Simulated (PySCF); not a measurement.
These compounds are isomers of formula C6H5FSi.

A. SMILES C#CC1=CC=C[Si@H]1F
B. SMILES [SiH2]1C(C#C)=CC(F)=C1
C. `C#C[Si@@H]1C=CC=C1F`
D. SMILES C#CC1=CC=C(F)[SiH2]1
E. `C(#C)[C@@H]1[C@H](F)[Si@@H]1C#C`
F. SMILES C#C/C=C(/C#C)[SiH2]F

Spectrum 1. 1H NMR (500 MHz, computed): δ 5.05 (m, 1H), 3.46 (m, 1H), 1.92 (m, 1H), 1.90 (d, 1H), 1.51 (d, 1H). 13C{1H} NMR (computed): δ 106.9 (CH), 81.1 (C), 79.2 (C), 79.1 (CH), 77.1 (CH), 11.3 (CH).

Spectrum 2. 1H NMR (500 MHz, computed): δ 7.31 (m, 1H), 6.55 (m, 1H), 4.59 (m, 2H), 3.14 (s, 1H). 13C{1H} NMR (computed): δ 186.1 (C), 161.7 (CH), 132.2 (CH), 117.4 (C), 93.6 (CH), 87.6 (C).

Spectrum 3. 1H NMR (500 MHz, computed): δ 7.18 (m, 1H), 4.97 (m, 1H), 4.69 (m, 2H), 3.62 (s, 1H). 13C{1H} NMR (computed): δ 181.7 (C), 156.7 (CH), 135.3 (C), 101.0 (CH), 99.1 (CH), 87.0 (C).

Spectrum 4. 1H NMR (500 MHz, computed): δ 7.28 (m, 1H), 7.27 (m, 1H), 5.71 (m, 1H), 5.33 (m, 1H), 3.53 (s, 1H). 13C{1H} NMR (computed): δ 162.2 (CH), 158.1 (CH), 129.9 (CH), 128.9 (C), 100.2 (CH), 87.1 (C).

Spectrum 5. 1H NMR (500 MHz, computed): δ 7.06 (m, 1H), 6.40 (m, 1H), 5.53 (m, 1H), 4.87 (m, 1H), 1.97 (d, 1H). 13C{1H} NMR (computed): δ 187.8 (C), 155.3 (CH), 130.6 (CH), 122.1 (CH), 105.5 (CH), 82.1 (C).

Spectrum 6. 1H NMR (500 MHz, computed): δ 6.91 (m, 1H), 5.45 (m, 2H), 3.56 (s, 1H), 3.50 (d, 1H). 13C{1H} NMR (computed): δ 142.0 (CH), 140.7 (C), 102.9 (CH), 101.7 (CH), 87.0 (C), 85.7 (C).

Calculated, not measured (PySCF): GIAO PBE0/pcSseg-1 shieldings, coordinates at the GFN2-xTB level. Fast rotation and ring inversion assumed for equivalent nuclei, one conformer, gas phase, non-relativistic.

δ = σ(ref) − σ, references computed at the same level: TMS for 1H, 13C. Splittings of carbon signals by F and P are missing where no couplings were computed. Where no couplings were computed, multiplicities follow the n + 1 count of equivalent neighbours, and m marks all less simple cases (inequivalent or close neighbours, rings, F or P nearby). Shifts are as computed. Against solution values, carbons near 30 ppm lie about +3 ppm off and those near 130 ppm about +5 ppm. Of 1211 compounds with measured shifts, 218 miss one by over three times the rms of a fit or turn the order of signals round; such compounds aren't used in these exercises.

Task: Which spectrum belongs to which compound?

Result: 1–E, 2–D, 3–B, 4–A, 5–C, 6–F.

- Spectrum 1 (E): 6 13C signals; δC 81.1 is an alkyne carbon; δC 79.2 is an alkyne carbon.
- Spectrum 2 (D): 6 13C signals; δC 161.7 is an alkene CH; δC 132.2 is an alkene CH.
- Spectrum 3 (B): 6 13C signals; δC 156.7 is an alkene CH; δC 135.3 is a fully substituted alkene carbon.
- Spectrum 4 (A): 6 13C signals; δC 162.2 is an alkene CH; δC 158.1 is an alkene CH.
- Spectrum 5 (C): 6 13C signals; δC 155.3 is an alkene CH; δC 130.6 is an alkene CH.
- Spectrum 6 (F): 6 13C signals; δC 142.0 is an alkene CH; δC 140.7 is a fully substituted alkene carbon.
